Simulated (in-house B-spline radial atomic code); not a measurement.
**Relativistic contraction of the 4s shell in 1+ ions**

Computed with a radial B-spline atomic code at the basis-set limit: non-relativistic Hartree-Fock (point nucleus) and Dirac-Hartree-Fock (finite nucleus), averages of the listed configurations; Dirac values are occupation-weighted means over j unless j is named.

```
ion      configuration  <r>(4s) NR (bohr)  <r>(4s) Dirac (bohr)  contraction (%)
Ca+           [Ar] 4s1              3.728                 3.714              0.4
Sc+       [Ar] 3d1 4s1              3.515                 3.497              0.5
Ti+       [Ar] 3d2 4s1              3.347                 3.326              0.6
Mn+       [Ar] 3d5 4s1              2.975                 2.946              0.9
Fe+       [Ar] 3d6 4s1              2.877                 2.847              1.1
Zn+      [Ar] 3d10 4s1              2.566                     ?                ?
Ga+      [Ar] 3d10 4s2              2.346                  2.31              1.5
Ge+  [Ar] 3d10 4s2 4p1              2.123                     ?                ?
As+  [Ar] 3d10 4s2 4p2              1.949                 1.919              1.5
Se+  [Ar] 3d10 4s2 4p3              1.808                 1.779              1.6
Br+  [Ar] 3d10 4s2 4p4              1.689                 1.662              1.6
Kr+  [Ar] 3d10 4s2 4p5              1.588                     ?                ?
```

Task: What does relativity do to 4s in Zn+?

Result: It contracts to 2.526 bohr, by 1.6 %.

Task: What does relativity do to 4s in Ge+?

Result: It contracts to 2.091 bohr, by 1.5 %.

Task: What does relativity do to 4s in Kr+?

Result: It contracts to 1.561 bohr, by 1.7 %.

Task: Where among these is the contraction largest?

Result: At Kr+.
